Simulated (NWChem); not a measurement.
Species: AlNH$_{4}$; SMILES [NH2][AlH2]

```xyz
6

Al     0.0000     0.0000     0.6739
H     -0.5771    -1.2809     1.4109
H      0.5771     1.2809     1.4109
N      0.0000     0.0000    -1.1071
H      0.3416     0.7581    -1.6855
H     -0.3416    -0.7581    -1.6855
```
Atoms are numbered in this order, from 1.

Computed with NWChem. Pople sets run with spherical d functions. Structure relaxed at the B3LYP/6-31G* (spherical d) level. B3LYP is NWChem's, with the RPA form of VWN correlation. GIAO values for the isolated, static molecule; σ is the absolute isotropic shielding, δ = σ(reference) − σ with the isolated reference molecule computed at the same levels (1H: tetramethylsilane, 15N: ammonia).

**Question.** What does the run give for B3LYP/6-31G*? Quantities: σ Al1 (ppm); δ H2 (ppm); δ N4 (ppm); δ H5 (ppm).

**Answer.** 
```
Item         Value
-----------  -----
σ Al1 (ppm)  417.1
δ H2 (ppm)    5.03
δ N4 (ppm)    57.2
δ H5 (ppm)    1.53
```
